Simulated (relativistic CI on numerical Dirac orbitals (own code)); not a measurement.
**Tm⁴⁺: 4p photoemission**

Computed with this model: Dirac-Coulomb-Breit CI, separate exchange-only KLI orbitals for each configuration, model QED (radiative potential, 1s self-energy scaled to tabulated hydrogen-like ionisation energies), valence Slater integrals scaled by 0.7, multiplet model of photoemission in the sudden approximation; configurations [Xe] 4f11 → [Ar] 3d10 4s2 4p5 4d10 4f11 5s2 5p6; 300 K; Lorentzian 2.5 eV and Gaussian 0.7 eV FWHM. Energies are those of the free ion, without screening or charge transfer. The energies are binding energies and can lie tens of eV above those of solids. S is read from ⟨S²⟩ = S(S + 1).

free ion: ground-state S = 1.47, centroid 415.54 eV. Peaks (eV, height): 396.2 (100), 398.2 (90), 403.8 (60), 447.8 (92).

Strongest unbroadened transitions for free ion:

| Energy (eV) | Relative strength |
| --- | --- |
| 395.76 | 100.0 |
| 397.08 | 35.7 |
| 397.86 | 9.4 |
| 398.68 | 32.2 |
| 398.77 | 34.8 |
| 400.31 | 8.1 |
| 401.33 | 10.3 |
| 402.10 | 9.4 |
| 403.62 | 6.6 |
| 403.68 | 20.5 |
| 404.04 | 14.8 |
| 404.27 | 4.7 |
| 404.87 | 17.0 |
| 405.78 | 5.0 |
| 446.84 | 57.0 |
| 447.93 | 21.4 |
| 448.17 | 70.7 |
| 450.28 | 15.9 |
